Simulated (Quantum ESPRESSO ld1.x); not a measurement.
Values are calculated unless marked as measured or tabulated.
Task: La XII, 46 electrons, occupied as [Kr] 4d10 (the NIST ground configuration). Code: ld1.x of Quantum ESPRESSO 7.5. Model: Dirac Kohn-Sham, BLYP, spin-unpolarised, spherical densities, point nucleus. Some entries of the table are withheld. Estimate them.

orbital  occ.  eigenvalue (hartree)  <r> (bohr)
1s1/2       2            -1429.4132     0.02506
2s1/2       2             -232.6396         (1)
2p1/2       2             -219.7786     0.08988
2p3/2       4             -204.5836     0.09598
3s1/2       2                   (2)      0.2847
3p1/2       2                   (3)      0.2745
3p3/2       4                   (4)      0.2865
3d3/2       4              -36.6396         (5)
3d5/2       6              -36.0047         (6)
4s1/2       2              -15.6999      0.6493
4p1/2       2              -13.6913         (7)
4p3/2       4              -13.0454         (8)
4d3/2       4               -9.7312      0.7407
4d5/2       6               -9.6155      0.7491
5s1/2       0               -6.5682       1.357
5p1/2       0               -5.8791         (9)
5p3/2       0               -5.7191        (10)

Result: 
(1) 2s1/2 <r> (bohr): 0.1070
(2) 3s1/2 eigenvalue (hartree): -54.5289
(3) 3p1/2 eigenvalue (hartree): -49.1057
(4) 3p3/2 eigenvalue (hartree): -46.1407
(5) 3d3/2 <r> (bohr): 0.2574
(6) 3d5/2 <r> (bohr): 0.2612
(7) 4p1/2 <r> (bohr): 0.6675
(8) 4p3/2 <r> (bohr): 0.6930
(9) 5p1/2 <r> (bohr): 1.436
(10) 5p3/2 <r> (bohr): 1.477
